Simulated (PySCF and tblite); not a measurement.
Results of a calculation; reference values are marked as such.
Stationary points of ClGeH4P2 (charge -1) at B3LYP-D3(BJ)/def2-SVP, in Å:

Structure A

```
 1 P    -1.606   -0.172    0.914
 2 Ge   -0.189    0.316   -1.065
 3 P     1.831    0.161    0.370
 4 Cl   -0.392    2.651   -0.873
 5 H    -1.394   -1.594    0.827
 6 H    -2.826   -0.269    0.160
 7 H     1.825   -1.279    0.369
 8 H     2.761    0.195   -0.727
```

Structure B

```
 1 P    -1.535   -0.570    1.088
 2 Ge   -0.034    1.288    0.461
 3 P     1.893   -0.252    0.551
 4 Cl   -0.399    1.260   -1.865
 5 H    -1.419   -1.314   -0.129
 6 H    -2.730    0.088    0.645
 7 H     1.533   -1.069   -0.567
 8 H     2.746    0.579   -0.250
```

Structure C

```
 1 P    -1.479   -0.024    0.784
 2 Ge    0.215    1.163   -0.415
 3 P     1.978   -0.504    0.750
 4 Cl   -1.867    2.571   -1.345
 5 H    -1.025   -1.381    0.713
 6 H    -2.440   -0.109   -0.259
 7 H     1.573   -1.593   -0.094
 8 H     3.046   -0.123   -0.133
```

Geometries: B3LYP-D3(BJ)/def2-SVP; energies: BHandHLYP/pcSseg-1 + D3(BJ); zero-point and thermal terms from GFN2-xTB harmonic modes (soft modes blended into free rotors).

Task: Which structure is a saddle point, and along which motion?

Result: C: one imaginary mode (117i cm⁻¹ at GFN2-xTB, mostly on Ge2, Cl4, P3), along the pyramidal inversion at Ge2.

Task: Give their symmetry and energies above the lowest.

Result: A Cs, 1.3 kcal/mol; B Cs, 0.0 kcal/mol; C C1, 32.8 kcal/mol.

The ion is treated without a counter-ion. Spin–orbit effects of heavy atoms on shieldings are missing.
